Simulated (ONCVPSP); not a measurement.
# Reading a pseudo-wave (Ti (Z = 22))

Columns: radius, all-electron u(r) and pseudo u(r) of the 3s shell (level -78.55 eV) of titanium in the configuration [Ne] 3s2 3p6 3d2; PBE, scalar-relativistic, ONCV scheme, ONCVPSP 4.0.1.

```tsv
r (bohr)	all-electron	pseudo
0.113	-0.1700	0.1101
0.225	-0.5801	0.2404
0.338	-0.2813	0.4051
0.450	0.2279	0.5940
0.563	0.6690	0.7849
0.675	0.9519	0.9429
0.788	1.0875	1.0463
0.900	1.1093	1.0803
1.013	1.0574	1.0467
1.125	0.9648	0.9629
1.238	0.8526	0.8525
1.350	0.7377	0.7377
1.463	0.6267	0.6267
1.575	0.5263	0.5264
1.688	0.4368	0.4368
1.800	0.3602	0.3602
1.913	0.2945	0.2945
2.025	0.2399	0.2399
2.138	0.1942	0.1942
2.250	0.1568	0.1568
2.363	0.1260	0.1260
2.475	0.1011	0.1011
2.588	0.0807	0.0807
2.700	0.0645	0.0645
2.813	0.0513	0.0513
2.925	0.0408	0.0408
```

(1) How many radial nodes do the two functions have?

(2) At about which radius was the pseudo-wave matched?

(3) Is the pseudo-wave norm-conserving?

Results:

(1) The all-electron 3s function has n − l − 1 = 2 (the table is too coarse to show those close to the nucleus); the pseudo-wave has 0, since the states of the same l below it are removed with the core.

(2) 1.40 bohr. The columns agree to 0.0005 from 1.24 bohr on; several derivatives are matched, so the curves merge somewhat inside the radius.

(3) Yes: the ONCV scheme keeps the norm inside the radius equal to the all-electron one, which fixes the energy derivative of the logarithmic derivative at the level.
